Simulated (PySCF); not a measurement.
C₄H₈OSi, SMILES C[SiH]1CC(=O)C1. Heavy atoms are numbered as in [CH3:1][SiH:2]1[CH2:3][C:4](=[O:5])[CH2:6]1. Hydrogens are named by the atom that carries them.

Geometry: B3LYP-D3(BJ)/def2-SVP. The structure was generated by enumeration, and PubChem lists no compound with its InChIKey, so it may never have been made.

Method: PBE0/def2-TZVP run with PySCF.

Atomic charges (e), one atom of each kind:

| atom | Mulliken | Löwdin | IAO |
|---|---|---|---|
| C1 (CH3) | -0.49 | -0.46 | -0.73 |
| Si2 (SiH) | 0.27 | 0.32 | 0.93 |
| C3 (CH2) | -0.32 | -0.30 | -0.61 |
| C4 | 0.17 | -0.37 | 0.40 |
| O5 | -0.28 | 0.13 | -0.41 |
| H on C1 | 0.14 | 0.13 | 0.16 |
| H on Si2 | -0.01 | -0.02 | -0.12 |
| H on C3 | 0.14 | 0.14 | 0.17 |

Computed Mayer and Wiberg (Löwdin basis) orders of the bonds:
```csv
bond,Mayer,Wiberg
C1–Si2,1.00,1.22
Si2–C3,0.96,1.03
C3–C4,0.95,1.19
C4–O5,2.12,2.71
Si2–C6,0.96,1.03
C4–C6,0.95,1.19
```
